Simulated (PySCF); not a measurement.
Bond length, frequency and bond energy of CsCa⁺ by level of theory

State: ¹Σ⁺ (singlet), closed shell. Set-up: PySCF, scalar-relativistic core potentials, basis sets Cs def2-SVP with ECP46, Ca def2-SVP. De refers to Cs⁺ + Ca in their ground configurations, without counterpoise correction. A positive dipole points towards Ca; it is taken about the centre of mass and depends on that origin.

```csv
Level,Re (Å),ωe (cm⁻¹),De (eV),μ (D),"CPU s a point (SCF and correlation, without the integrals)"
RHF-MP2,4.637,58.5,0.334,n/a,0.11
RHF-SCS-MP2,4.678,57.0,0.319,n/a,n/a
RHF-CCSD,4.651,59.5,0.352,n/a,n/a
RHF-CCSD(T),4.638,60.2,0.360,n/a,2
PBE,4.562,60.5,0.394,0.89,0.67
BP86,4.602,57.3,0.327,0.43,0.45
r²SCAN,4.665,58.0,0.340,0.38,0.91
B3LYP,4.642,56.3,0.328,0.40,0.74
PBE0,4.585,60.6,0.370,0.75,1.3
r²SCAN0,4.641,58.7,0.338,0.41,0.96
CAM-B3LYP,4.615,58.0,0.323,0.30,1.1
```

Which functional lies closest to RHF-CCSD(T) in De, which farthest, and by how much do they differ from it?

Closest is PBE0 (-5.3 pm in Re, +0.7 % in ωe, +0.01 eV in De against RHF-CCSD(T) in the same basis), farthest CAM-B3LYP (-2.3 pm in Re, -3.7 % in ωe, -0.04 eV in De). CCSD(T) converges more slowly with the basis than the functionals do and binds too weakly in this one, so the order can change at the basis-set limit.

What does a quarter of exact exchange do here, going from r²SCAN to r²SCAN0?

r²SCAN0 less r²SCAN: -2.4 pm in Re, +1.2 % in ωe, -0.00 eV in De. Exact exchange removes part of the self-interaction that spreads semilocal densities, and in most molecules shortens and stiffens the bond and lowers De; so it does here.

What does the triples do here, going from RHF-CCSD to RHF-CCSD(T)?

RHF-CCSD(T) less RHF-CCSD: -1.3 pm in Re, +1.2 % in ωe, +0.01 eV in De. Correlation nearly always deepens the well. The bond shortens, as in weak, metallic or heavy-atom bonds, where dispersion and the correlation of outer-core electrons pull the atoms together.

Correlated steps freeze 5 core orbitals. Closed-shell solutions of metal pairs were not tested for spin polarisation, which can lower them a little. The bond is weak. Basis-set superposition, not corrected here, can be much of De in a small basis, most of all at correlated wavefunction levels. Spin–orbit coupling is left out. For an ion De counts to the pair picked by the measured ionisation energies or electron affinities, which need not be the lowest pair at this level.

The whole job (state search and all levels along the bond) took about 2.1 min on 1 thread of Arm Neoverse N1 (shared host), peak memory 0.58 GiB.
